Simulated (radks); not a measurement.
Values are calculated unless marked as measured or tabulated.
Q: The chromium ion Cr16+, 8 electrons, occupied as 1s1.75 2s2 2p4 3d0.25 (fractional occupations, a model configuration). Level of theory: Dirac Kohn-Sham, PBEsol, spin-unpolarised, spherical densities, finite nucleus; open shells fill j = l - 1/2 first; Fermi nuclear charge, rms radius 3.6452 fm (a radial shooting solver on a logarithmic mesh with Libxc functionals). Some entries of the table are withheld. Estimate them.

orbital,occ.,eigenvalue (eV),<1/r> (bohr^-1),<r^2> (bohr^2)
1s1/2,1.75,-6617.320,(1),0.005371
2s1/2,2,-1255.582,5.366,0.09057
2p1/2,2,-1175.531,5.320,(2)
2p3/2,2,-1165.364,5.241,(3)
3d3/2,0.25,-425.4098,1.991,0.4055
3d5/2,0,-424.8905,1.986,0.4068

A: 
(1) 1s1/2 <1/r> (bohr^-1): 23.97
(2) 2p1/2 <r^2> (bohr^2): 0.07011
(3) 2p3/2 <r^2> (bohr^2): 0.07146
